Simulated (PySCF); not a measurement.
SMILES C#C[SiH2]CCC (C5H10Si) (GFN2-xTB optimised geometry):

```
16

C      2.807     1.583     0.000
C      1.604     1.583     0.000
Si    -0.247     1.582     0.002
C     -0.822    -0.212    -0.271
C     -2.341    -0.358    -0.270
C     -2.774    -1.802    -0.499
H      3.859     1.582     0.000
H     -0.712     2.083     1.302
H     -0.716     2.447    -1.088
H     -0.431    -0.585    -1.220
H     -0.404    -0.857     0.506
H     -2.769     0.273    -1.053
H     -2.741    -0.011     0.686
H     -2.406    -2.163    -1.458
H     -3.859    -1.885    -0.495
H     -2.377    -2.447     0.283
```

Computed with PySCF with B3LYP/def2-TZVP.

Q: What are the frontier orbital energies and the dipole moment?

A: HOMO-2 -8.66 eV, HOMO-1 -7.87 eV, HOMO -7.69 eV, LUMO -0.13 eV, LUMO+1 0.06 eV; dipole moment 0.70 D.

Meta-Löwdin charges at B3LYP/def2-TZVP: C1 -0.17, C2 -0.29, Si3 0.67, C4 -0.43, C5 -0.17, C6 -0.32, H7 0.17, H8 -0.11, H9 -0.11, H10 0.11, H11 0.11, H12 0.10, H13 0.10, H14 0.11, H15 0.11, H16 0.11.
